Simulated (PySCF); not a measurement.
Cd(SMe)(SiH3) (CH6CdSSi), SMILES [Cd]([SiH3])[S]C. Atoms are numbered in the order given.

```xyz
10

Cd    -0.1384     0.1431     0.1988
S      1.9577     0.1724    -0.9470
C      1.8135    -1.2625    -2.0987
H      1.6904    -2.2141    -1.5623
H      2.7566    -1.3062    -2.6621
H      0.9908    -1.1369    -2.8168
Si    -2.3294     0.1532     1.4379
H     -2.6876    -1.2219     1.9020
H     -3.4413     0.6460     0.5693
H     -2.2605     1.0382     2.6405
```
Charge 0, spin multiplicity 1.

Geometry optimised at B3LYP-D3(BJ)/def2-SVP. The structure was generated by enumeration; whether it is a known compound was not checked. The def2 effective core potentials stand for the cores of Cd; spin–orbit coupling is left out. Other conformers were not sampled.

Method: PySCF with PBE/def2-TZVP.

ESP charges are fitted to the potential on shells at 1.4 to 2.0 van der Waals radii. Atomic charges (e):

```json
[
 {"atom": "Cd1", "Löwdin": "0.35", "Mulliken": "[?]", "ESP fit": "0.49"},
 {"atom": "S2", "Löwdin": "0.04", "Mulliken": "-0.34", "ESP fit": "-0.38"},
 {"atom": "C3", "Löwdin": "-0.56", "Mulliken": "[?]", "ESP fit": "-0.36"},
 {"atom": "H4", "Löwdin": "0.11", "Mulliken": "0.14", "ESP fit": "0.12"},
 {"atom": "H5", "Löwdin": "0.11", "Mulliken": "0.14", "ESP fit": "0.19"},
 {"atom": "H6", "Löwdin": "0.11", "Mulliken": "0.14", "ESP fit": "0.12"},
 {"atom": "Si7", "Löwdin": "-0.08", "Mulliken": "[?]", "ESP fit": "-0.25"},
 {"atom": "H8", "Löwdin": "-0.03", "Mulliken": "-0.01", "ESP fit": "0.02"},
 {"atom": "H9", "Löwdin": "-0.03", "Mulliken": "-0.01", "ESP fit": "0.02"},
 {"atom": "H10", "Löwdin": "-0.03", "Mulliken": "-0.01", "ESP fit": "0.02"}
]
```

Fill in the missing entries. (Estimate from the structure and the level; the computed values follow.)


- Cd1, Mulliken: 0.40
- C3, Mulliken: -0.36
- Si7, Mulliken: -0.08
